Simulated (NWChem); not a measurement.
System: ZnH, doublet; SMILES [ZnH]

Results from NWChem. Pople sets run with spherical d functions. Spin-unrestricted. Geometry: optimised at PBE0/def2-SVP, spin-unrestricted. The spin multiplicity was typed, not searched, and may not be the lowest. No stability test was run on the SCF state.

Question: What does the run give for PBE/6-31G*? Quantities: highest occupied level (eV); lowest empty minus highest occupied level, either spin (eV); dipole (D); <S²>.

Answer: 
```json
{
 "highest occupied level (eV)": "-4.28",
 "lowest empty minus highest occupied level, either spin (eV)": "1.25",
 "dipole (D)": "0.44",
 "<S²>": "0.753"
}
```
